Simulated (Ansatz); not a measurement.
`[CH3][Nb](=[O])([F])[F]` + H₂O → `[O]=[Nb]([OH])([F])[F]` + CH₄ at 700 K and 1 bar (formal hydrolysis of the Nb–C bond).

Program: Ansatz. Geometries: PBE0-D4/def2-TZVP. ΔE: electronic, gas phase. CCSD(T)/CBS is the MP2 limit (def2-TZVPP, def2-QZVPP) plus CCSD(T) − MP2 in def2-TZVPP, frozen cores. This one scheme is used for every species. def2 core potentials past Kr. For Nb outer-core shells are correlated without core-valence functions, which leaves a few kJ/mol of doubt a bond. Each species was taken in one conformer, which may not be the lowest.

| species | CCSD(T)/CBS energy (Eh) | H − E (kJ/mol) | S (J/(mol·K)) |
| --- | --- | --- | --- |
| `[CH3][Nb](=[O])([F])[F]` | -371.72018 | 182.7 | 458.6 |
| H₂O | -76.37941 | 80.5 | 218.4 |
| `[O]=[Nb]([OH])([F])[F]` | -407.69372 | 117.4 | 426.8 |
| CH₄ | -40.46206 | 145.9 | 224.0 |

H − E and S are ideal-gas, rigid-rotor, harmonic terms from PBE0-D4/def2-TZVP, for one conformer and one mirror image of each species. 1 Eh = 2625.50 kJ/mol, R = 8.31446 J/(mol·K).

Question: By hand: ΔE, ΔH, ΔS and ΔG.

Answer: ΔE = (-407.69372) + (-40.46206) − (-371.72018) − (-76.37941) = -0.05619 Eh = -147.5 kJ/mol. Δ(H − E) = 117.4 + 145.9 − 182.7 − 80.5 = 0.1, so ΔH = -147.4 kJ/mol. ΔS = 426.8 + 224.0 − 458.6 − 218.4 = -26.2 J/(mol·K). ΔG = -147.4 − 700 × (-26.2)/1000 = -129.1 kJ/mol.

Question: By hand: the equilibrium constant, and the temperature at which ΔG would vanish if ΔH and ΔS stayed fixed.

Answer: log₁₀ K = −ΔG/(RT ln 10) = 9.6. ΔG = 0 at ΔH/ΔS = 5626 K, far beyond where these terms or the molecules hold.

ΔH outweighs TΔS. A doubt of 5 kJ/mol in ΔE shifts log₁₀ K by 0.4 here. Other conformers and mirror images would add mixing entropy, several J/(mol·K) or more a flexible species. These are equilibria of isolated gas molecules and say nothing of rates. Largest T1 diagnostic: 0.022 (customary marks: 0.02 for closed shells, 0.045 for open ones).
